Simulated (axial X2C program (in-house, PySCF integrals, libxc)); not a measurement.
**Worked dissociation energy of TiCl: BHandHLYP, spin-free**

Calculated with an axial X2C code built on PySCF integrals. Spin-free means the one-electron spin-free X2C Hamiltonian. Basis: Ti dyall-cv3z [10s10p6d4f2g], Cl dyall-av3z [9s8p3d2f] (cores contracted in-house); Gaussian nuclei, density fitting, unrestricted open shells. Masses: Ti 47.948 u, Cl 34.969 u.

Molecular state: M_S = 3/2, Λ = 3 (beyond evenly filled blocks: σα, π+α, δ+α).

```
E(Ti) (2M_S = 2, M_L = 2) : -853.723797 hartree
E(Cl) (2M_S = 1, M_L = 0) : -461.590881 hartree
E(TiCl) at Re             : -1315.461217 hartree
ωe                        : 399.4 cm⁻¹
ωexe                      : 1.43 cm⁻¹
```

Q: Work out De and D0.

A: De = -853.723797 + (-461.590881) − (-1315.461217) = 0.14654 hartree = 3.988 eV. The zero-point energy is ωe/2 − ωexe/4 = 199 cm⁻¹ = 0.025 eV, so D0 = 3.963 eV.

Occupations by symmetry block were frozen at the best pattern of an incomplete PBE0 search. De is counted from the lowest determinant-based energies of the atoms at the same level, without counterpoise correction. Other states lie close and PBE0, whose exact exchange favours high spin, may order them wrongly; the determinant shown need not be the ground state. The nearest other spin-free determinant of the search, M_S = 3/2, Λ = 0, lies 0.016 eV up at the distance of the search. Without a current term, density functionals place determinants with orbital angular momentum somewhat too high.

Each atomic determinant is the lowest at this level and need not be a pure term. Totals compare only within one Hamiltonian and basis.
